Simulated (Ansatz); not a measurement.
`[Cl][Al]([Cl])[GeH3]` + `OBF` → `FB[O][GeH3]` + `[Cl][AlH][Cl]` at 500 K and 1 bar (cleavage of the Ge–Al bond).

Isolated molecules relaxed with PBE0-D4/def2-TZVP in Ansatz; ΔE leaves out vibrations. CBS: MP2 limit from def2 TZ/QZ plus the TZ coupled-cluster correction, frozen cores. This one scheme is used for every species. For Ge outer-core shells are correlated without core-valence functions, which leaves a few kJ/mol of doubt a bond. Scalar relativity is left out up to krypton. One conformer a species, not always the lowest.

```csv
species,CCSD(T)/CBS energy (Eh),H − E (kJ/mol),S (J/(mol·K))
`[Cl][Al]([Cl])[GeH3]`,-3239.63177,114.0,441.7
`OBF`,-201.07426,102.6,282.2
`FB[O][GeH3]`,-2278.39547,153.5,381.4
`[Cl][AlH][Cl]`,-1162.30651,52.9,322.5
```

H − E and S are ideal-gas, rigid-rotor, harmonic terms from PBE0-D4/def2-TZVP, for one conformer and one mirror image of each species. 1 Eh = 2625.50 kJ/mol, R = 8.31446 J/(mol·K).

Problem. By hand: ΔE, ΔH, ΔS and ΔG.

Solution. ΔE = (-2278.39547) + (-1162.30651) − (-3239.63177) − (-201.07426) = 0.00405 Eh = 10.6 kJ/mol. Δ(H − E) = 153.5 + 52.9 − 114.0 − 102.6 = -10.2, so ΔH = 0.4 kJ/mol. ΔS = 381.4 + 322.5 − 441.7 − 282.2 = -20.0 J/(mol·K). ΔG = 0.4 − 500 × (-20.0)/1000 = 10.4 kJ/mol.

Problem. By hand: the equilibrium constant, and the temperature at which ΔG would vanish if ΔH and ΔS stayed fixed.

Solution. log₁₀ K = −ΔG/(RT ln 10) = -1.1. ΔH and −TΔS have one sign here, so there is no such temperature.

TΔS isn't small against ΔH here. A doubt of 5 kJ/mol in ΔE shifts log₁₀ K by 0.5 here. Other conformers and mirror images would add mixing entropy, several J/(mol·K) or more a flexible species. Modes under 60 cm⁻¹, often nearly free rotors, make the harmonic entropy too high. These are equilibria of isolated gas molecules and say nothing of rates. Largest T1 diagnostic: 0.013 (customary marks: 0.02 for closed shells, 0.045 for open ones).
